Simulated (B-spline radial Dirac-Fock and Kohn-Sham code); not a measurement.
**How the levels of holmium move as electrons are removed**

Level of theory: relaxed Dirac-Fock hole states (ΔSCF) with Breit and QED corrections and a finite nucleus; a radial B-spline solver. Each ion is free and in its tabulated ground configuration. Correlation and solid-state effects are left out.

Reference: Ho, [Xe] 4f11 6s2, with M3 (3p3/2) 1747.1 eV, M4 (3d3/2) 1392.1 eV, N3 (4p3/2) 316.2 eV, N6,7 (4f) 5.66 eV, O2 (5p1/2) 33.46 eV, Kα1 (K-L3) 47544.3 eV, Kβ1 (K-M3) 53869.5 eV, Lα1 (L3-M5) 6718.5 eV. Shifts from it, in eV (a dash: the subshell is empty, belongs to an open shell averaged over j, or its hole state is left out as unreliable):

```
 ion          configuration  M3 (3p3/2)  M4 (3d3/2)  N3 (4p3/2)  N6,7 (4f)  O2 (5p1/2)    Kα1    Kβ1    Lα1
 Ho⁺          [Xe] 4f11 6s1           ?           ?           ?          ?           ?      ?      ?      ?
Ho²⁺              [Xe] 4f11       +15.3       +15.3       +15.3      +15.2       +14.9  +0.07  +0.15  +0.06
Ho³⁺              [Xe] 4f10       +37.7       +37.5       +36.6      +35.3       +30.5  -0.69  -1.67  -0.83
Ho⁴⁺               [Xe] 4f9       +62.9       +62.5       +60.2      +57.6       +47.4  -1.57  -3.74  -1.84
Ho⁵⁺  [Kr] 4d10 4f9 5s2 5p5       +81.0       +80.6           –      +75.2           –  -1.12  -2.84  -1.46
```

Question: Give the missing shifts for Ho⁺.

Answer: M3 (3p3/2) +7.1, M4 (3d3/2) +7.1, N3 (4p3/2) +7.1, N6,7 (4f) +7.1, O2 (5p1/2) +7.0, Kα1 +0.01, Kβ1 +0.04, Lα1 +0.02 (eV).

Over this range M3 (3p3/2) moves by +81.0 eV and Kα1 by -1.1 eV: a line is a difference of two levels that shift in the same direction.

Values without a named source are computed, but for edge energies of neutral atoms, which are taken from tables.
